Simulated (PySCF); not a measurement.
## Correlation energy of P⁺ (phosphorus, charge +1)

[Ne] 3s1 3p3, 3s spin antiparallel (an excited configuration). Computed with PySCF 2.14 in dyall-acv3z, with no relativity, point nucleus. Frozen: [Ne]; 4 electrons correlated; the 23 highest virtual orbitals of each spin left out.

MP2 pair energies summed by pair of shells (mhartree):

```json
{"pair": "3s-3p", "energy": "-106.85", "share (%)": "83.7"}
{"pair": "3p-3p", "energy": "-20.83", "share (%)": "16.3"}
```

Total MP2 correlation energy: -127.68 mhartree.

Same-spin part -20.83 and opposite-spin part -106.85 mhartree; SCS-MP2 scales them by 1/3 and 6/5 to -135.17 mhartree.
